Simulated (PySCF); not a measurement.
A PySCF script (with the pyscf-properties extension) for the NMR shieldings of SMILES C1[C@H](F)C[SiH2][Si@@]1(F)O[SiH3], C3H10F2OSi3, on a GFN2-xTB geometry:

```python
import basis_set_exchange as bse
import numpy as np
from pyscf import gto, dft
from pyscf.prop import nmr

atoms = """
F    -2.495648   -0.304989   -1.345471
C    -2.081434   -0.722533   -0.083849
C    -2.091194    0.496152    0.836485
Si   -0.759173    1.743111    0.226827
Si    0.542695    0.043626   -0.590937
F     0.899058    0.046981   -2.168338
O     1.946558   -0.280093    0.135861
Si    3.549383   -0.142891    0.373845
C    -0.701190   -1.358674   -0.223000
H    -2.831959   -1.463246    0.227722
H    -3.096032    0.917737    0.850597
H    -1.872260    0.156388    1.848927
H    -1.345542    2.671843   -0.743356
H    -0.302178    2.526122    1.383578
H     3.775996    1.215559    0.865700
H     3.825278   -1.169242    1.374785
H     4.232192   -0.382099   -0.893169
H    -0.741350   -2.108759   -1.012618
H    -0.463005   -1.875744    0.705486
"""
names = dict.fromkeys(["F", "C", "Si", "O", "H"], "pcSseg-1")
basis = {el: gto.basis.parse(bse.get_basis(n, elements=[el], fmt="nwchem")) for el, n in names.items()}
mol = gto.M(atom=atoms, basis=basis, charge=0, verbose=0)
mf = dft.RKS(mol, xc="PBE0")
mf.grids.level = 2
mf.grids.alignment = dft.numint.BLKSIZE   # the property module wants whole blocks of grid points
mf.conv_tol = 1e-9
mf.kernel()

calc = nmr.RKS(mf)   # GIAO
C = mf.mo_coeff
Co = C[:, mf.mo_occ > 0]
resp = mf.gen_response(singlet=True, hermi=2)
def vind(x):   # induced exchange potential for any number of trial vectors
    d = np.einsum("pi,xij,qj->xpq", C, 2 * x.reshape(-1, C.shape[1], Co.shape[1]), Co, optimize=True)
    return np.einsum("xpq,pi,qj->xij", resp(d - d.transpose(0, 2, 1)), C, Co, optimize=True).ravel()
mo1, _ = nmr.rhf.solve_mo1(calc, with_cphf=vind)
sigma = calc.kernel(mo1)
for i, s in enumerate(sigma):   # ppm
    w = np.linalg.eigvalsh((s + s.T) / 2)
    print("%2d %-2s iso %8.1f  s11 %8.1f  s22 %8.1f  s33 %8.1f" % (i, mol.atom_pure_symbol(i), w.mean(), *w))
```

Task: What does it print?

Result: 
```
 0 F  iso    356.4  s11    325.0  s22    360.3  s33    383.7
 1 C  iso     92.8  s11     57.3  s22     76.1  s33    145.0
 2 C  iso    164.2  s11    148.7  s22    154.6  s33    189.4
 3 Si iso    445.9  s11    406.7  s22    456.8  s33    474.2
 4 Si iso    329.5  s11    299.2  s22    315.6  s33    373.6
 5 F  iso    319.9  s11    247.6  s22    336.8  s33    375.2
 6 O  iso    279.8  s11    207.1  s22    272.6  s33    359.8
 7 Si iso    389.9  s11    355.7  s22    358.0  s33    456.0
 8 C  iso    155.4  s11    144.8  s22    151.3  s33    170.2
 9 H  iso     26.1  s11     23.6  s22     24.4  s33     30.2
10 H  iso     29.7  s11     25.1  s22     27.4  s33     36.6
11 H  iso     30.9  s11     27.0  s22     28.1  s33     37.6
12 H  iso     28.0  s11     24.5  s22     25.5  s33     34.1
13 H  iso     28.2  s11     25.2  s22     25.4  s33     34.0
14 H  iso     26.5  s11     22.7  s22     25.3  s33     31.5
15 H  iso     26.6  s11     22.8  s22     25.0  s33     32.0
16 H  iso     26.4  s11     22.6  s22     25.0  s33     31.5
17 H  iso     30.1  s11     26.3  s22     28.2  s33     35.6
18 H  iso     31.1  s11     27.1  s22     29.2  s33     37.0
```

These numbers come from an equivalent density-fitted implementation of the same equations, which agrees with the script to about 0.01 ppm for H and up to a few tenths of a ppm for heavy atoms, so last digits may differ.

Task: Turn these shieldings into chemical shifts. δ = σ(ref) − σ, references computed at the same level: CFCl3 for 19F (σ = 170.95 ppm); 13C (σ = 186.93 ppm) and 29Si (σ = 349.16 ppm) and 1H (σ = 31.72 ppm) against TMS; 17O (σ = 336.08 ppm) vs H2O.

Result: Averaging equivalent atoms: F 5: -148.9; F 0: -185.4; C 1: 94.1; C 8: 31.5; C 2: 22.7; Si 4: 19.7; Si 7: -40.7; Si 3: -96.7; O 6: 56.3; H 9: 5.65; H 14/15/16: 5.22; H 12: 3.69; H 13: 3.51; H 10: 2.02; H 17: 1.64; H 11: 0.81; H 18: 0.62 ppm. Unscaled 19F shifts against computed CFCl3 carry errors that often reach 10 to 50 ppm. Experimental scales use liquid or dissolved standards, which lie at an offset from isolated H2O (liquid H2O: subtract about 36 ppm).

Size and cost of the density-fitted run: 224 basis functions, 65 s wall time on 1 thread of an Arm Neoverse V1, shared host; peak memory 0.99 GiB.
